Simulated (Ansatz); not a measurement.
Program: Ansatz. Geometries: PBE0-D4/def2-TZVP. ΔE: electronic, gas phase. CCSD(T)/CBS is the MP2 limit (def2-TZVPP, def2-QZVPP) plus CCSD(T) − MP2 in def2-TZVPP, frozen cores. This one scheme is used for every species. DFT in def2-TZVPP. B3LYP here is the variant with VWN-RPA as its local correlation; programs differ in this. For Ge outer-core shells are correlated without core-valence functions, which leaves a few kJ/mol of doubt a bond. Scalar relativity is left out up to krypton. One conformer a species, not always the lowest.

Reaction (cleavage of the Si–Ge bond): `N[SiH2][GeH2][SH]` + `N[SiH](O)F` → `N[SiH2]O[SiH](N)F` + `[SH][GeH3]`

| species | B3LYP-D4 energy (Eh) |
| --- | --- |
| `N[SiH2][GeH2][SH]` | -2823.85651 |
| `N[SiH](O)F` | -522.02624 |
| `N[SiH2]O[SiH](N)F` | -868.22545 |
| `[SH][GeH3]` | -2477.70110 |

Task: Work out ΔE.

Result: ΔE = (-868.22545) + (-2477.70110) − (-2823.85651) − (-522.02624) = -0.04380 Eh = -1.19 eV. CCSD(T)/CBS gives -1.18 eV.

Largest T1 diagnostic among the species: 0.011.

In def2-TZVPP, CCSD(T) changes the Hartree–Fock value by +0.22 eV (the triples alone add +0.03 eV) and MP2 by +0.20 eV. From PBE to PBE0 (25 % exact exchange), in def2-TZVPP and without D4, ΔE moves by −0.09 eV.
